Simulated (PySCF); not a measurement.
## Optical rotation: `C#C[Si@H]1C[C@@H]1CCS`, C₆H₁₀SSi

Molfile (atoms numbered from 1):
```
C6H10SSi
     RDKit          3D

 18 18  0  0  0  0  0  0  0  0999 V2000
    3.8209    1.8803    1.2135 C   0  0  0  0  0  0  0  0  0  0  0  0
    3.0077    1.3170    0.5292 C   0  0  0  0  0  0  0  0  0  0  0  0
    1.7771    0.4750   -0.5418 Si  0  0  1  0  0  4  0  0  0  0  0  0
    1.0119   -1.1188    0.1057 C   0  0  0  0  0  0  0  0  0  0  0  0
    0.0959    0.1088    0.2483 C   0  0  2  0  0  0  0  0  0  0  0  0
   -1.1866    0.1112   -0.5480 C   0  0  0  0  0  0  0  0  0  0  0  0
   -2.2111   -0.8165    0.0905 C   0  0  0  0  0  0  0  0  0  0  0  0
   -3.7442   -0.9528   -0.8948 S   0  0  0  0  0  0  0  0  0  0  0  0
    4.5292    2.3676    1.8199 H   0  0  0  0  0  0  0  0  0  0  0  0
    1.8769    0.7197   -1.9690 H   0  0  0  0  0  0  0  0  0  0  0  0
    1.3586   -1.5669    1.0265 H   0  0  0  0  0  0  0  0  0  0  0  0
    0.6776   -1.8697   -0.5979 H   0  0  0  0  0  0  0  0  0  0  0  0
   -0.0637    0.4244    1.2753 H   0  0  0  0  0  0  0  0  0  0  0  0
   -0.9949   -0.2212   -1.5709 H   0  0  0  0  0  0  0  0  0  0  0  0
   -1.5970    1.1250   -0.5954 H   0  0  0  0  0  0  0  0  0  0  0  0
   -2.4818   -0.4826    1.0929 H   0  0  0  0  0  0  0  0  0  0  0  0
   -1.8270   -1.8347    0.1487 H   0  0  0  0  0  0  0  0  0  0  0  0
   -4.0583    0.3407   -0.8443 H   0  0  0  0  0  0  0  0  0  0  0  0
  1  2  3  0
  2  3  1  0
  3  4  1  0
  4  5  1  0
  5  6  1  0
  6  7  1  0
  7  8  1  0
  5  3  1  0
  1  9  1  0
  3 10  1  6
  4 11  1  0
  4 12  1  0
  5 13  1  1
  6 14  1  0
  6 15  1  0
  7 16  1  0
  7 17  1  0
  8 18  1  0
M  END
```

Level of theory: TDDFT CAM-B3LYP/def2-SVPD circular dichroism and optical rotation, one conformer, gas phase (PySCF 2.14.0). Geometry: GFN2-xTB.

The molecule is flexible and this is one conformer; a measurement averages over conformers.

Stereocentres: Si3 S, C5 S.

(1) Give the optical rotatory dispersion at 633, 589.3, 546, 436, 405, 365, 355 nm.

(2) And for the mirror image at 589.3 nm?

(3) What is the molar rotation [Φ] = [α]·M/100 of the geometry above at 589.3 nm?

## Answers

(1) [α] in deg dm⁻¹ (g/mL)⁻¹:
| λ (nm) | origin-invariant length gauge | modified velocity gauge | length gauge (centre of mass) | isotropic polarisability (au) |
| --- | --- | --- | --- | --- |
| 633 | +51.6 | +49.6 | +53.5 | 124.8 |
| 589.3 | +60.6 | +58.0 | +62.8 | 125.5 |
| 546 | +72.1 | +68.7 | +74.8 | 126.4 |
| 436 | +123.9 | +115.5 | +129.2 | 130.2 |
| 405 | +150.1 | +138.4 | +156.9 | 132.1 |
| 365 | +200.9 | +181.4 | +210.9 | 135.5 |
| 355 | +218.4 | +195.8 | +229.6 | 136.6 |

(2) -60.6 deg dm⁻¹ (g/mL)⁻¹ (origin-invariant length gauge): the same size and the opposite sign.

(3) With M = 142.29 g/mol, +86.2 deg cm² dmol⁻¹ (origin-invariant length gauge).

The first excitation lies at 5.47 eV (226 nm) with R = +5.9 × 10⁻⁴⁰ esu² cm² (velocity form).
